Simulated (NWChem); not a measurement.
System: MoNHSF$_{2}$; SMILES [NH]=[Mo]([F])(=[S])[F]

```xyz
6

Mo    -0.0002     0.2208    -0.0047
N      0.0013     0.8156    -1.5979
H      0.0049     0.7590    -2.6157
S      0.0005    -1.8792    -0.1244
F      1.5501     0.7934     0.8086
F     -1.5520     0.7931     0.8058
```
Atoms are numbered in this order, from 1.

Level: PBE0/def2-SVP with def2 effective core potentials on Mo (NWChem), optimised geometry, unscaled harmonic frequencies. def2 effective core potentials on Mo; no spin-orbit coupling.

| frequency (cm⁻¹) | IR intensity (km/mol) |
|---|---|
| 178 | 7.2 |
| 189 | 0.2 |
| 221 | 4.4 |
| 264 | 1.3 |
| 278 | 6.5 |
| 553 | 259.1 |
| 591 | 67.6 |
| 595 | 0.1 |
| 699 | 136.1 |
| 734 | 177.7 |
| 1058 | 108.6 |
| 3622 | 244.9 |

| Quantity | Value |
|---|---|
| zero-point energy | 12.8 kcal/mol |
| thermal correction to the enthalpy at 298.15 K (with zero-point energy) | 17.3 kcal/mol |
| heat capacity Cv | 20.1 cal/(mol K) |
| entropy at 298.15 K and 1 atm (symmetry number 1) | 80.8 cal/(mol K) |

Rigid rotor and harmonic oscillator.
